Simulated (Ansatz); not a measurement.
All numbers were calculated with Ansatz.

Basis-set series for ClGeH3O2S, SMILES `[OH][Ge]([OH])([SH])[Cl]`. The species carries charge 0 and has multiplicity 1. The structure was optimised at the PBE0-D4/def2-TZVP level. It is one conformer, not always the lowest.

```xyz
8

O    -1.668    0.013   -0.867
Ge   -0.205   -0.074    0.086
O    -0.364   -1.640    0.848
S     1.634    0.124   -1.122
Cl   -0.170    1.486    1.565
H    -1.685    0.781   -1.445
H     0.415   -1.884    1.354
H     2.043    1.193   -0.419
```

```json
{"functional": "PBE0-D4", "basis": "def2-TZVPP", "functions": "236", "energy (Eh)": "-3087.17831", "HOMO (eV)": "-8.14", "LUMO (eV)": "-1.00"}
{"functional": "PBE0-D4", "basis": "def2-QZVPP", "functions": "433", "energy (Eh)": "-3087.25799", "HOMO (eV)": "-8.18", "LUMO (eV)": "-1.11"}
{"functional": "ωB97M-V", "basis": "def2-TZVPP", "functions": "236", "energy (Eh)": "-3087.68130", "HOMO (eV)": "-10.37", "LUMO (eV)": "1.00"}
{"functional": "ωB97M-V", "basis": "def2-QZVPP", "functions": "433", "energy (Eh)": "-3087.75806", "HOMO (eV)": "-10.42", "LUMO (eV)": "0.73"}
```

Task: Give the rows for def2-SVP. (Estimate.)

Result: The calculation gave: 
```tsv
functional	basis	functions	energy (Eh)	HOMO (eV)	LUMO (eV)
PBE0-D4	def2-SVP	111	-3086.42087	-8.00	-0.66
ωB97M-V	def2-SVP	111	-3086.92397	-10.19	1.47
```

Positive LUMOs are unbound and depend on the basis. Scalar relativity is left out up to krypton.
